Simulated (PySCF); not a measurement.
[PySCF 2.14: σ from GIAO-PBE0/pcSseg-1; geometry: PBE0-D3(BJ)/def2-SVP; averaged over atoms made equivalent by symmetry, fast rotation or ring inversion; non-relativistic; gas phase; one computed conformer]

References, each an isolated molecule treated in the same way: TMS for 1H (31.27 ppm), 13C (184.41 ppm). Shifts are as computed. Against solution values, carbons near 30 ppm lie about +2 ppm off and those near 130 ppm about +5 ppm (rms about the fit 1.9 ppm; single classes can miss by 10 ppm). Of 1328 compounds with measured shifts, 309 miss one by over three times the rms of a fit or turn the order of signals round; such compounds aren't used in these exercises. Signals without a measured value on file couldn't be tested in this way; 1H shifts scatter by 0.2 ppm about their fit, and single ones miss by 0.5 ppm.

Problem. Order these molecules by the shift of their most deshielded carbon, lowest δ first.
A. C=Cc1cccc(C(=C)C)c1
B. CN(C)c1cpccp1
C. C=CC1=C[C@@H]2C(C(=C)C)=C[C@H]12

Solution. A (153.0 ppm, fully substituted alkene carbon), C (164.9 ppm, fully substituted alkene carbon), B (180.3 ppm, ring carbon next to a ring phosphorus).

Problem. Order these molecules by the shift of their most deshielded carbon-bound hydrogen, lowest δ first.
A. C=CC1=C[C@@H]2C(C(=C)C)=C[C@H]12
B. CN(C)c1cpccp1
C. C=Cc1cccc(C(=C)C)c1
D. C=C1CC[C@H]1c1ccccc1

Solution. A (6.63 ppm, hydrogen on an alkene CH), D (7.43 ppm, hydrogen on an aromatic CH), C (8.10 ppm, hydrogen on an aromatic CH), B (9.25 ppm, hydrogen on a ring CH next to a ring phosphorus).

Problem. How many 13C and 1H signals does each give (equivalence by symmetry and fast rotation, but not about amide C–N or C=N bonds)? `C=C1CC[C@H]1c1ccccc1`, `C=Cc1cccc(C(=C)C)c1`, `C=CC1=C[C@@H]2C(C(=C)C)=C[C@H]12`, `CN(C)c1cpccp1`

Solution. C=C1CC[C@H]1c1ccccc1: 9 C, 10 H; C=Cc1cccc(C(=C)C)c1: 11 C, 10 H; C=CC1=C[C@@H]2C(C(=C)C)=C[C@H]12: 11 C, 10 H; CN(C)c1cpccp1: 5 C, 4 H.
